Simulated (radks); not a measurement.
Task: The lead ion Pb4+, 78 electrons, occupied as [Xe] 4f14 5d10. Method: non-relativistic Kohn-Sham, exchange-only PBE, spin-polarised, spherical densities, point nucleus; relativity is left out, which matters for an element this heavy; computed with a radial shooting solver on a logarithmic mesh with Libxc functionals. Some entries of the table are withheld. Estimate them.

orbital,occ.,eigenvalue (eV),<1/r> (bohr^-1),<r^2> (bohr^2)
1s,2,-79035.51,81.45,0.0004552
2s,2,-13347.43,19.21,0.007058
2p,6,-12854.82,19.24,0.005200
3s,2,-3210.303,7.471,0.04341
3p,6,-2975.901,7.428,0.03987
3d,10,-2538.395,7.365,0.03057
4s,2,-739.6444,(1),0.2050
4p,6,-636.7706,3.207,0.2091
4d,10,(2),3.033,0.2166
4f,14,-189.6012,2.721,0.2351
5s,2,-152.0631,1.406,1.006
5p,6,-117.5469,1.300,1.163
5d,10,-61.5923,1.041,1.798

Result: 
(1) 4s <1/r> (bohr^-1): 3.292
(2) 4d eigenvalue (eV): -446.8590
